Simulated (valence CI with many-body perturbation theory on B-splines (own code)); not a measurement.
The numbers below are computed, except where a source is named.
## Run record, Ho46+

The program does CI of the valence electrons with many-body perturbation theory for a frozen closed Dirac-Fock core.

Command, and the settings that its task file holds:

```sh
python run_cv.py task.json out
```

```
atom Ho  Z=67  mass_number=165  rms_radius_fm=5.2022
core [Ar]
valence 3d3
avg = 1
basis = S
breit = 1
cap = 10000
capref = 1200
cscale = 1
de = 0.0
dress = 0
eps = 2e-08
extrap = 1
h = 0.27
hh = 1
l2 = 3
lcore = 6
maxit = 60
n2 = 5
natural = 1
nlev = 20
nno = [3, 3, 3, 3, 1]
nroot = 26
ns = 4
nsp = [3, 3, 2, 2, 0]
pt2 = 1
qed = 1
rpa = 1
s1 = 1
s2 = 1
s3 = 1
screen = 1
tol = 2e-05
whole = 1
```

Log. The first blocks belong to the next ion, which gives the ionisation energy. Fields: 2J, parity (1 odd), roots, reference size, generating configurations, candidates as configurations/state functions, variational space P, stored matrix elements, Davidson steps; e2 is the range of second-order energies in hartree. The first line gives the box (bohr), its intervals, the orbitals and the steps of their self-consistent field. Window is the range of levels sought, series limit the energy at which the first omitted orbital would enter, core excitation an estimate of the first excitation out of the core, left out the lowest levels not solved, and shifts from estimates the range by which levels moved from their first estimate, all in cm⁻¹.

```
rmax 2.4 intervals 56 orbitals 40 references ['3d3', '3d2 4s', '3d2 4p'] scf 2 t 0.7
2J=4 par=0 roots 2 ref 42 generators 3 cand 293/293 P 315/315 nnz 0 it 0
2J=4 par=0 roots 2 ref 42 generators 3 cand 20/20 P 330/330 nnz 0 it 0
   second order: generators 4 cand 5/5 e2 -0.00000 -0.00000
2J=0 par=0 roots 2 ref 17 generators 2 cand 108/108 P 122/122 nnz 0 it 0
2J=0 par=0 roots 2 ref 17 generators 2 cand 3/3 P 125/125 nnz 0 it 0
   second order: generators 2 cand 0/0 e2 -0.00000 -0.00000
2J=6 par=0 roots 2 ref 32 generators 2 cand 250/250 P 252/252 nnz 0 it 0
2J=6 par=0 roots 2 ref 32 generators 3 cand 30/30 P 269/269 nnz 0 it 0
   second order: generators 5 cand 13/13 e2 -0.00000 -0.00000
reference levels 431, estimated 19, window 1263641 1/cm; series limit 20829926, core excitation 2043096
2J=3 par=0 roots 5 ref 31 generators 4 cand 185/361 P 720/1795 nnz 0 it 3
2J=3 par=0 roots 5 ref 31 generators 4 cand 91/154 P 762/1889 nnz 0 it 4
   second order: generators 7 cand 792/1826 e2 -0.00000 -0.00000
2J=5 par=0 roots 5 ref 33 generators 3 cand 215/479 P 714/2053 nnz 0 it 3
2J=5 par=0 roots 5 ref 33 generators 3 cand 103/214 P 773/2197 nnz 0 it 4
   second order: generators 6 cand 793/2130 e2 -0.00000 -0.00000
2J=7 par=0 roots 3 ref 25 generators 2 cand 214/506 P 658/1835 nnz 0 it 3
2J=7 par=0 roots 3 ref 25 generators 2 cand 110/246 P 718/1994 nnz 0 it 3
   second order: generators 3 cand 426/1186 e2 -0.00000 -0.00000
2J=9 par=0 roots 3 ref 18 generators 3 cand 179/331 P 563/1454 nnz 0 it 3
2J=9 par=0 roots 3 ref 18 generators 3 cand 102/161 P 602/1529 nnz 0 it 4
   second order: generators 3 cand 63/86 e2 -0.00000 -0.00000
2J=1 par=0 roots 2 ref 19 generators 2 cand 170/252 P 631/1005 nnz 0 it 0
2J=1 par=0 roots 2 ref 19 generators 2 cand 89/122 P 669/1069 nnz 0 it 0
   second order: generators 2 cand 51/58 e2 -0.00000 -0.00000
2J=11 par=0 roots 1 ref 6 generators 1 cand 170/270 P 385/864 nnz 0 it 0
2J=11 par=0 roots 1 ref 6 generators 1 cand 117/179 P 425/939 nnz 0 it 0
   second order: generators 1 cand 77/104 e2 -0.00000 -0.00000
left out: unestimated 12505602, estimated none, shifts from estimates -0 to 0
```

What became of the run, and why?

It gave no result: the setting left no core shell for the response of the core. The program said: "need at least one array to concatenate".
